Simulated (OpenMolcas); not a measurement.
# Ag⁶⁺: effect of the active space

```yaml
Program: OpenMolcas
Method: MS-CASPT2 or its RAS form, IPEA 0.25 Eh, imaginary shift 0.1 Eh
Basis: ANO-RCC-VTZP
Scalar_Hamiltonian: DKH2, point nucleus
Spin-orbit_coupling: state interaction with AMFI integrals over the reference wave functions, term energies averaged over their components
```

A. 5 electrons in 5 orbitals (4d); 2S+1 = 6 even, 1 root; 2S+1 = 4 even, 24 roots; 2S+1 = 2 even, 75 roots; closed shells correlated: 4s 4p; CASPT2 step roughly 11 core-seconds
B. 11 electrons in 8 orbitals (RAS1 4p, at most 2 holes; RAS2 4d); 2S+1 = 6 even, 1 root; 2S+1 = 4 even, 24 roots; 2S+1 = 2 even, 70 roots; closed shells correlated: 4s; CASPT2 step about 80 core-seconds
C. 5 electrons in 10 orbitals (4d 5d); 2S+1 = 6 even, 1 root; 2S+1 = 4 even, 24 roots; 2S+1 = 2 even, 67 roots; closed shells correlated: 4s 4p; CASPT2 step about 30 core-minutes

Energies in cm⁻¹ above 4d⁵ ⁶S_5/2, the measured ground level; measured values from the list in Gamrath, thesis, University of Mons (2023).

| Level | A | B | C | Measured |
| --- | --- | --- | --- | --- |
| 4d⁵ ⁶S_5/2 | 0.0 | 0.0 | 0.0 | 0.0 |
| 4d⁵ ⁴G_5/2 | 31380 | 31330 | 31380 | 29390 |
| 4d⁵ ⁴G_7/2 | 32240 | 32200 | 32250 | 30378 |
| 4d⁵ ⁴G_11/2 | 32510 | 32460 | 32580 | 30662 |
| 4d⁵ ⁴G_9/2 | 32710 | 32670 | 32740 | 30907 |
| 4d⁵ ⁴P_3/2 [55 %] | 34960 | 35080 | 35030 | 32994 |
| 4d⁵ ⁴P_1/2 [68 %] | 36500 | 36620 | 36570 | 34605 |
| 4d⁵ ⁴D_7/2 | 38430 | 38680 | 38560 | 36485 |
| 4d⁵ ⁴D_1/2 [69 %] | 40480 | 40690 | 40550 | 38685 |
| 4d⁵ ⁴D_5/2 [56 %] | 41150 | 41380 | 41260 | 39299 |
| 4d⁵ ⁴D_3/2 [55 %] | 41540 | 41750 | 41630 |  |
| 4d⁵ ²I_11/2 | 47030 | 46680 | 46980 | 44011 |
| 4d⁵ ²I_13/2 | 48450 | 48120 | 48450 | 45546 |
| 4d⁵ ²D_3/2(1) [53 %] | 50810 | 50880 | 50880 |  |
| 4d⁵ ⁴F_9/2 [64 %] | 52080 | 52040 | 52170 | 49104 |
| 4d⁵ ⁴F_5/2 | 53870 | 53810 | 53830 | 51049 |
| 4d⁵ ²F_7/2(1) [52 %] | 55860 | 55960 | 56010 |  |
| 4d⁵ ⁴F_3/2 [53 %] | 56500 | 56850 | 56600 |  |
| 4d⁵ ²H_9/2 [51 %] | 56940 | 56750 | 56930 |  |
| 4d⁵ ²G_7/2(1) | 59070 | 59060 | 58920 | 55773 |
| 4d⁵ ²H_11/2 | 61030 | 60720 | 61020 | 57962 |
| 4d⁵ ²F_7/2(2) | 62780 | 63070 | 62930 | 59792 |
| 4d⁵ ²S_1/2 | 67100 | 67520 | 67520 |  |
| 4d⁵ ²D_3/2(2) | 75510 | 75970 | 75920 |  |

Deviations, from unrounded energies. A percentage is the sum of absolute deviations over the sum of measured energies, with the sign that they share, or ± where signs differ.

```csv
Against measurement,Levels,A,B,C
mean absolute deviation (cm-1),16,2400,2400,2400
other terms of the ground configuration (%),16,+5.7,+5.7,+5.8
```

A, B, C lie about equally close to measurement. The largest miss of B in the table is 4d⁵ ²G_7/2(1), by +3300 cm-1. The ranking rests on the paired levels alone, and a cruder setting can come out closer through cancelling errors.

The spin-orbit steps hold different terms of 4d⁵ (B lacks a ²D; C lacks a ²D, ²P), which shifts levels as well.

The two smallest mean deviations differ by little beside CASPT2's spread within terms, so their order carries little weight.

Among A to C the level of the table that moves most is 4d⁵ ²D_3/2(2), by 470 cm-1 (lowest in A, highest in B). Moves below CASPT2's spread within the term are not significant.

CASPT2 breaks the degeneracy within a term, and the mean is taken; among the terms shown or strongly mixed into the levels shown the widest spread is 800 cm-1 (4d⁵ ²I, B). Blocks of more than 70 roots (2S+1 = 2 even) ran without multistate coupling (holds for A). Active for correlation alone: 4p; no level in the range computed is led by a configuration that opens it, so any true level of that kind is missing (holds for B). The CASPT2 spread within a term exceeds the gap to the next term for 4d⁵ ²G(1) and 4d⁵ ²H, so the order of their levels is uncertain, and so are names and mixing where such terms share a J (holds for B). Active for correlation alone: 5d; no level in the range computed is led by a configuration that fills it, so any true level of that kind is missing (holds for C). Measured partners are found by configuration, term and J. A level has none where our copy of the source lacks it or the pairing is in doubt (some pairs that miss far off the trend of their configuration count as doubtful), and it then counts in no deviation. Only configurations of the active space appear. The table leaves out levels that lie high or whose names do not pair safely across all columns.

A share in square brackets marks a mixed level and gives the weight of the term that names it, the lowest over the columns. A number in round brackets counts repeated terms of one configuration in the order of the reference energies.
